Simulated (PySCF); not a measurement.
A calculated (BP86, PySCF 2.14, def2-TZVP, no relativity, point nucleus) atom or ion has these occupied shells.

| shell | electrons | orbital energy (eV) | rms radius, mean of both spins (bohr) |
| --- | --- | --- | --- |
| 1s α | 1 | -11567.2 | 0.0537 |
| 1s β | 1 | -11567.2 | 0.0537 |
| 2s α | 1 | -1470.7 | 0.224 |
| 2s β | 1 | -1470.7 | 0.224 |
| 2p α | 3 | -1317.8 | 0.198 |
| 2p β | 3 | -1317.8 | 0.198 |
| 3s α | 1 | -205.52 | 0.653 |
| 3s β | 1 | -205.45 | 0.653 |
| 3p α | 3 | -153.89 | 0.673 |
| 3p β | 3 | -153.81 | 0.673 |
| 3d α | 5 | -63.318 | 0.754 |
| 3d β | 5 | -63.197 | 0.754 |
| 4s α | 1 | -33.376 | 1.96 |
| 4s β | 1 | -32.452 | 1.96 |
| 4p α | 1 | -23.268 | 2.30 |

(1) Name the element and its charge.

Results:

(1) As²⁺ (arsenic, charge +2), in [Ar] 3d10 4s2 4p1, 2P determinant.
